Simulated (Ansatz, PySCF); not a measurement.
C3H7AlO2 (SMILES [CH3][AlH][O]C(C)=O), singlet, at the geometry of the source list. Base run: PySCF with CASSCF(4,4)/STO-3G.

Input for PySCF:
```python
from pyscf import gto, scf, mcscf
import numpy

mol = gto.Mole()
mol.atom = '''
    Al   -0.93080000    0.97200000    0.30890000
    H    -2.35890000    0.49100000    0.04270000
    C    -0.28130000    2.76780000    0.85110000
    H     0.07900000    2.76060000    1.88590000
    H    -1.01130000    3.57560000    0.77130000
    H     0.58490000    3.04080000    0.23490000
    O     0.11460000   -0.30750000    0.04240000
    C     0.95710000   -1.31710000   -0.18140000
    C     0.31220000   -2.47050000   -0.90410000
    O     2.10070000   -1.28280000    0.17000000
    H     1.05460000   -3.22920000   -1.13760000
    H    -0.15560000   -2.10630000   -1.81410000
    H    -0.46530000   -2.89430000   -0.26990000
'''
mol.basis = 'sto-3g'
mol.verbose = 3
mol.build()

mf = scf.RHF(mol)
mf.kernel()
mc = mcscf.CASSCF(mf, 4, 4)
mc.fix_spin_(ss=0.0)
mc.kernel()
occ = numpy.linalg.eigvalsh(mc.fcisolver.make_rdm1(mc.ci, mc.ncas, mc.nelecas))[::-1]
ss = mc.fcisolver.spin_square(mc.ci, mc.ncas, mc.nelecas)[0]
print('natural occupations', occ.round(4), ' <S^2>', round(ss, 4))
```

Programs used: Ansatz (a program for electronic structure), PySCF; a row that names a program was run with it.

The base run was repeated with changes; each row names its change, and settings that it needs were set with it.

```json
[
 {"change": "base", "ΔE vs base (kcal/mol)": "0.000", "natural occupations": "1.98 1.91 0.09 0.02", "<S^2> of the state": "0.00", "outcome": "converged"},
 {"change": "orbitals = fixed (CASCI); correction = SC-NEVPT2", "ΔE vs base (kcal/mol)": "-134.2", "natural occupations": "2.00 1.97 0.03 0.00", "<S^2> of the state": "0.00", "outcome": "converged"},
 {"change": "code = ansatz; correction = SC-NEVPT2, all electrons", "ΔE vs base (kcal/mol)": "-133.9", "natural occupations": "-", "<S^2> of the state": "-", "outcome": "converged"},
 {"change": "active space = 8 electrons, 7 orbitals", "ΔE vs base (kcal/mol)": "-10.06", "natural occupations": "2.00 1.98 1.98 1.91 0.09 0.02 0.02", "<S^2> of the state": "0.00", "outcome": "converged"},
 {"change": "correction = SC-NEVPT2", "ΔE vs base (kcal/mol)": "-133.9", "natural occupations": "1.98 1.91 0.09 0.02", "<S^2> of the state": "0.00", "outcome": "converged"},
 {"change": "active space = 2 electrons, 2 orbitals", "ΔE vs base (kcal/mol)": "19.86", "natural occupations": "1.90 0.10", "<S^2> of the state": "0.00", "outcome": "converged"},
 {"change": "code = ansatz", "ΔE vs base (kcal/mol)": "0.013", "natural occupations": "-", "<S^2> of the state": "-", "outcome": "converged"},
 {"change": "state_average = 2 states", "ΔE vs base (kcal/mol)": "-", "natural occupations": "-", "<S^2> of the state": "-", "outcome": "not converged"},
 {"change": "start = MP2 natural orbitals", "ΔE vs base (kcal/mol)": "0.000", "natural occupations": "1.98 1.91 0.09 0.02", "<S^2> of the state": "0.00", "outcome": "converged"},
 {"change": "solver = newton", "ΔE vs base (kcal/mol)": "0.000", "natural occupations": "1.98 1.91 0.09 0.02", "<S^2> of the state": "0.00", "outcome": "converged"},
 {"change": "active space = 6 electrons, 7 orbitals", "ΔE vs base (kcal/mol)": "-10.60", "natural occupations": "1.99 1.98 1.92 0.08 0.02 0.01 0.00", "<S^2> of the state": "0.00", "outcome": "converged"}
]
```

Active orbitals are taken around the Fermi level unless the row says otherwise; CASSCF can end in different local minima, and two programs can end on different orbitals. State-averaged rows give the lowest state.
